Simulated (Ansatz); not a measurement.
The same molecule with X = B, Al, Ga. Ansatz, PBE0-D4/def2-TZVP geometries, multiplicity 1.

Scalar relativity is left out up to krypton.

```csv
X,molecule,mean X–C bond length / Å,mean X–H bond length / Å,HOMO–LUMO gap (PBE0/def2-TZVPP) / eV,HOMO energy (PBE0/def2-TZVPP) / eV,HOMO–LUMO gap (PBE/def2-TZVPP) / eV
B,`CC1BC1`,1.525,1.185,5.83,-7.11,3.54
Al,`C[CH]1[CH2][AlH]1`,1.911,1.576,4.41,-5.69,2.58
```

Question: Give the row for X = Ga, `C[CH]1[CH2][GaH]1`. (Estimate.)

Answer: Ansatz gave: 
| X | molecule | mean X–C bond length / Å | mean X–H bond length / Å | HOMO–LUMO gap (PBE0/def2-TZVPP) / eV | HOMO energy (PBE0/def2-TZVPP) / eV | HOMO–LUMO gap (PBE/def2-TZVPP) / eV |
| --- | --- | --- | --- | --- | --- | --- |
| Ga | `C[CH]1[CH2][GaH]1` | 1.947 | 1.537 | 4.05 | -5.42 | 2.24 |

From B to Ga the mean X–C bond length rises at each step, by 0.422 Å in all; the mean X–H bond length isn't monotonic: highest at Al, lowest at B; the HOMO–LUMO gap (PBE0/def2-TZVPP) falls at each step, by 1.78 eV in all; the HOMO energy (PBE0/def2-TZVPP) rises at each step, by 1.69 eV in all; the HOMO–LUMO gap (PBE/def2-TZVPP) falls at each step, by 1.30 eV in all.
